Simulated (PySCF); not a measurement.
# Sb (antimony, neutral) across methods

[Kr] 4d10 5s1 5p3 5d1, high-spin 6D determinant (an excited configuration). Computed with PySCF 2.14 in x2c-TZVPPall with one added diffuse shell each of s, p, d, f type (9s7p5d3f, 76 functions), with the spin-free X2C one-electron Hamiltonian (Gaussian nucleus).

| method | E (hartree) | mean ε 5s α (eV) | mean ε 5p α (eV) | mean ε 5d α (eV) | Σ⟨r²⟩ (bohr²) | ⟨S²⟩ |
| --- | --- | --- | --- | --- | --- | --- |
| TPSS | -6479.95 | -17.327 | -8.581 | -0.517 | 83.22 | 8.752 |
| CAM-B3LYP | -6480.56 | -20.757 | -10.843 | -1.416 | 82.87 | 8.751 |
| wB97X | -6480.42 | -21.745 | -11.720 | -1.933 | 82.23 | 8.752 |
| wB97X-V | -6479.92 | -21.895 | -11.810 | -1.978 | 82.28 | 8.752 |
| r2SCAN | -6480.26 | -18.029 | -8.979 | -0.508 | 83.06 | 8.753 |
| UHF | -6477.55090 | -24.335 | -12.763 | -1.899 | 83.13 | 8.754 |
| PBE | -6479.80 | -17.214 | -8.523 | -0.552 | 83.23 | 8.751 |
| PBE0 | -6479.90 | -19.177 | -9.713 | -0.937 | 82.83 | 8.752 |
| LDA | -6474.04 | -17.404 | -8.634 | -0.535 | 83.04 | 8.751 |

The outer electron is Rydberg-like, and this basis confines it to a smaller radius and binds it less than a complete one would.
